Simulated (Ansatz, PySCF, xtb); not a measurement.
Noncovalent pair: dimethyl telluride (SMILES C[Te]C) (first 9 atoms) with H2O (SMILES O); geometry from B3LYP-D3(BJ)/def2-TZVP, rigid monomers moved along the line of their centres of mass till Te2···O10 is 5.98 Å.
(charge 0, multiplicity 1):
```csv
atom,x (Å),y (Å),z (Å)
C,0.2253,-1.3121,0.0742
Te,0.1660,0.8419,0.0978
C,0.1710,1.0398,-2.0547
H,1.1318,-1.6457,-0.4238
H,0.2286,-1.6195,1.1166
H,-0.6566,-1.6948,-0.4326
H,1.0794,0.6009,-2.4590
H,0.1430,2.1027,-2.2849
H,-0.7080,0.5519,-2.4677
O,0.1739,-0.5407,5.9174
H,-0.6078,0.0228,5.9194
H,0.9230,0.0652,5.9280
```

Monomers are frozen at their geometry in the pair; levels with a basis set take the counterpoise correction. Rows marked so take none.

Rows in STO-3G carry no dispersion term and start afresh at each structure; the Pople sets are all-electron and without relativity.

The values were computed with Ansatz (a quantum-chemistry and plane-wave program) with Gaussian orbitals; PySCF for STO-3G rows, the dispersion terms; xtb for the GFN methods. Each number belongs to the level named beside it. In def2 rows elements past Kr take small-core potentials, without spin–orbit coupling.

Q: What is the computed interaction energy (GFN2-xTB)?

A: -15 meV
